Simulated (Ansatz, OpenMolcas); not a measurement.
## C2H4ClSi (SMILES C=C[SiH]Cl): methods side by side

C2H4ClSi has 8 atoms, charge 0, and is taken as a doublet. SMILES: `C=C[SiH]Cl`. The coordinates come from a PBE0-D4/def2-TZVP relaxation.

```xyz
8

C     0.6470    1.0270   -0.6597
C     0.6285   -0.0667    0.1054
Si   -0.9036   -0.6426    0.9471
Cl   -1.0316   -2.6979    0.9413
H    -0.2569    1.5882   -0.8806
H     1.5639    1.4049   -1.1025
H     1.5613   -0.5910    0.3016
H    -2.1163   -0.0791    0.2915
```

Quantity: the dipole moment, in D. The values are calculated.

| level | kind | program | value (D) | CPU time |
| --- | --- | --- | --- | --- |
| UHF/def2-SVP | Hartree–Fock | Ansatz | 2.20 | 11 s |
| USVWN5/def2-SVP | LDA | OpenMolcas | 1.61 | 16 s |
| U-revPBE/def2-SVP | GGA | OpenMolcas | 1.69 | 25 s |
| UTPSS/def2-SVP | meta-GGA | OpenMolcas | 1.82 | 34 s |
| UB3LYP/def2-SVP | global hybrid | OpenMolcas | 1.77 | 27 s |
| UBHLYP/def2-SVP | global hybrid | OpenMolcas | 1.98 | 25 s |
| UPBE0/def2-SVP | global hybrid | Ansatz | 1.89 | 19 s |
| UCCSD/def2-SVP | coupled cluster or CI | Ansatz | 1.82 | 1.8 min |

The values span 1.61 to 2.20 D. Spin contamination of the reference (⟨S²⟩ at least 0.1 too high) touches UHF/def2-SVP, UCCSD/def2-SVP. Magnitudes only. Times are those of the runs behind each value, whatever else they computed, on shared processors of several kinds: orders of magnitude only.
